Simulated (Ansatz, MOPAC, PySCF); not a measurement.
Noncovalent pair: H2O (SMILES O) (first 3 atoms) with CH4S (SMILES CS); geometry from B3LYP-D3(BJ)/def2-TZVP.
(charge 0, multiplicity 1):
```xyz
9

O      0.261    -0.087     0.285
H      0.831    -0.709    -0.179
H     -0.618    -0.214    -0.088
C      0.824     0.828     4.330
S      0.231    -0.798     3.757
H      0.135     1.620     4.043
H      0.871     0.778     5.416
H      1.818     1.042     3.944
H      0.247    -0.519     2.440
```

Monomers are frozen at their geometry in the pair; levels with a basis set take the counterpoise correction. Rows marked so take none.

Rows in 3-21G carry no dispersion term and start afresh at each structure. The state that PM3 reach isn't checked.

Codes used: Ansatz (a first-principles code) with Gaussian orbitals; MOPAC for PM3 (differences of heats of formation); PySCF for 3-21G rows, the dispersion terms. 

**Question.** One of these levels gives -84.4 meV for the interaction energy. Name it.
(A) BHLYP-D4/def2-TZVPPD
(B) CAM-B3LYP/def2-TZVPPD
(C) PM3
(D) HF/3-21G (no counterpoise)

**Answer.** B, CAM-B3LYP/def2-TZVPPD. The others give -19.7 (PM3), -224.8 (HF/3-21G (no counterpoise)), -103.2 (BHLYP-D4/def2-TZVPPD)
